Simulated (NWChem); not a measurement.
# C4H6O; SMILES C1=CCOC1

```xyz
11

C      0.0000    -0.6661     1.0385
C      0.0000     0.6661     1.0385
C      0.0000     1.1611    -0.3750
O      0.0000     0.0000    -1.1743
C      0.0000    -1.1611    -0.3750
H      0.0000    -1.3192     1.9130
H      0.0000     1.3192     1.9130
H      0.8892     1.7853    -0.5984
H     -0.8892     1.7853    -0.5984
H      0.8892    -1.7853    -0.5984
H     -0.8892    -1.7853    -0.5984
```
Atoms are numbered in this order, from 1.

Results from NWChem. Pople sets run with spherical d functions. Coordinates come from a PBE0/def2-SVP optimisation. Total energies compare along this basis series because the functional is fixed.

```csv
level,basis functions,energy (Ha),highest occupied level (eV),orbital gap (eV),dipole (D)
B3LYP/STO-3G,31,-228.2792,…,6.50,…
B3LYP/3-21G,57,-229.9414,-6.04,6.56,1.79
B3LYP/6-31G*,82,-231.2112,-6.24,6.75,1.64
B3LYP/6-31+G*,102,-231.2225,-6.52,6.54,1.75
B3LYP/def2-SVP,100,-231.0467,-6.38,6.59,1.61
B3LYP/def2-SVPD,151,-231.0644,-6.58,6.55,1.62
B3LYP/def2-TZVP,191,-231.3105,-6.53,6.55,1.58
B3LYP/6-311++G**,152,-231.2844,-6.57,6.34,1.74
```

Some entries are withheld; supply them.


- B3LYP/STO-3G, highest occupied level (eV): -3.50
- B3LYP/STO-3G, dipole (D): 1.29
